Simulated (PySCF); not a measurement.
The second ionisation energy along group 11

All values are computed (PySCF 2.14, energy differences of UHF-based or UKS calculations, no spin-orbit coupling). Values in eV. The last column holds reference values (NIST; (s) semi-empirical, (t) theoretical, else measured). Unmarked ones compare directly (S terms, centres of terms, or small fine structure); those marked * lie between the lowest fine-structure levels and include a spin-orbit shift.

| element | configurations | UHF | SCS-MP2 (valence) | CCSD(T) (valence) | LDA | r2SCAN | PW91 | reference |
| --- | --- | --- | --- | --- | --- | --- | --- | --- |
| Cu (aug-cc-pVTZ-PP with ECP10MDF, ECP) | [Ar] 3d10 → [Ar] 3d9 | 17.125 | 20.410 | 20.050 | 21.492 | 20.100 | 20.823 | 20.292 * |
| Ag (aug-cc-pVTZ-PP with ECP28MDF, ECP) | [Kr] 4d10 → [Kr] 4d9 | 19.671 | 21.590 | 21.527 | 22.178 | 21.496 | 21.806 | 21.484 * |
| Au (aug-cc-pVTZ-PP with ECP60MDF, ECP) | [Xe] 4f14 5d10 → [Xe] 4f14 5d9 | 18.929 | 20.731 | 20.651 | 21.356 | 20.691 | 21.009 | 20.203 ± 0.025 * |

"Valence" correlates the outer s and p shells and, in groups 3 to 12 and the f block, the outer d or f shell, open or full, or the next shell where the ion has no valence electron left; the wider scheme adds the next inner shell.
